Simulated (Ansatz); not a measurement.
`F[C@@H]1[NH][Ge@@H]1[F]`, relaxed with RKS PBE-D4/def2-SVP in Ansatz 0.2.0 from a rough embedded geometry. The force threshold is 0.03 eV/Å; the program also tests the step.

The species carries charge 0 and has multiplicity 1.

Start:

```xyz
8

F     1.017   -1.105   -1.323
C     0.826   -0.480   -0.153
N    -0.409   -0.846    0.385
Ge   -0.476    0.884   -0.214
F    -1.430    1.026   -1.685
H     1.668   -0.424    0.558
H    -0.349   -0.851    1.451
H    -0.846    1.797    0.981
```

Q: By how much does the energy fall, and how many steps does the optimiser take? (Best estimate.)

A: Computed: 48.98 kJ/mol, in 22 steps, 1 of them rejected.

Q: Which bonds change most? (An estimate is asked.)

A: Computed: C2–Ge4 from 1.886 to 1.976 Å; F1–C2 from 1.340 to 1.384 Å; N3–H7 from 1.068 to 1.025 Å; C2–N3 from 1.396 to 1.417 Å.

Q: Give the relaxed structure. (Best estimate.)

A: The calculation gave: 
```xyz
8

F     1.019   -1.224   -1.206
C     0.887   -0.444   -0.070
N    -0.282   -0.624    0.709
Ge   -0.475    0.987   -0.129
F    -1.526    0.996   -1.544
H     1.886   -0.390    0.417
H    -0.611   -1.508    1.110
H    -0.898    2.208    0.713
```
